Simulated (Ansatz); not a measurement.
Basis-set extrapolation for `Oc1ccncc1` (PBE0-D4/def2-TZVP geometry, frozen core, Ansatz). Multiplicity 1, RHF reference.

|  | def2-TZVPP | def2-QZVPP |
| --- | --- | --- |
| HF | -321.683200 | -321.696979 |
| MP2 correlation | -1.211516 | -1.294509 |
| CCSD(T) correlation | -1.290143 | not run |

Energies in hartree. Use E(X) = E(∞) + A·exp(−7.88·√X) for Hartree–Fock and E(X) = E(∞) + B·X^(−2.97) for correlation, with X = 3 and 4, and add CCSD(T) minus MP2 of the smaller set to the MP2 limit.

Problem. What is the CCSD(T) energy at the basis-set limit?

Solution. HF limit: -321.696979 + (-0.013779) × 0.13774 = -321.69888. MP2 limit: -1.294509 + (-0.082993) × 0.74074 = -1.35599. Higher-order term: -1.290143 − (-1.211516) = -0.07863. Total: -323.13350 hartree, 100.5 kcal/mol below CCSD(T)/def2-TZVPP.
